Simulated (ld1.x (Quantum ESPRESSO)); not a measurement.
# An all-electron radial function and its pseudo partner (ruthenium (Ru))

Columns: radius, all-electron u(r) and pseudo u(r) of the 4d shell (level -5.20 eV) of ruthenium in the configuration [Ar] 3d10 4s2 4p6 4d7 5s1 5p0; PBE, scalar-relativistic, PAW scheme, ld1.x (Quantum ESPRESSO) 7.5.

```tsv
r (bohr)	all-electron	pseudo
0.110	0.1868	-0.0021
0.220	0.3834	-0.0166
0.330	0.3184	-0.0529
0.440	0.1002	-0.1162
0.550	-0.1531	-0.2058
0.660	-0.3793	-0.3153
0.770	-0.5562	-0.4341
0.880	-0.6805	-0.5495
0.990	-0.7580	-0.6495
1.100	-0.7978	-0.7246
1.210	-0.8096	-0.7701
1.320	-0.8015	-0.7860
1.430	-0.7800	-0.7770
1.540	-0.7500	-0.7509
1.650	-0.7149	-0.7155
1.760	-0.6772	-0.6772
1.870	-0.6385	-0.6385
1.980	-0.6001	-0.6001
2.090	-0.5626	-0.5626
2.200	-0.5265	-0.5265
2.310	-0.4921	-0.4921
2.420	-0.4595	-0.4595
2.530	-0.4287	-0.4287
2.640	-0.3998	-0.3998
2.750	-0.3726	-0.3726
2.860	-0.3473	-0.3473
```

(1) How many radial nodes do the two functions have?

(2) At about which radius was the pseudo-wave matched?

(3) Is the pseudo-wave norm-conserving?

Answers

(1) The all-electron 4d function has n − l − 1 = 1; the pseudo-wave has 0, since the states of the same l below it are removed with the core.

(2) 1.80 bohr, where the columns begin to agree (steps of 0.11 bohr).

(3) No, it belongs to a PAW set: the norm inside the radius is not constrained, and the difference is carried by the augmentation charge.
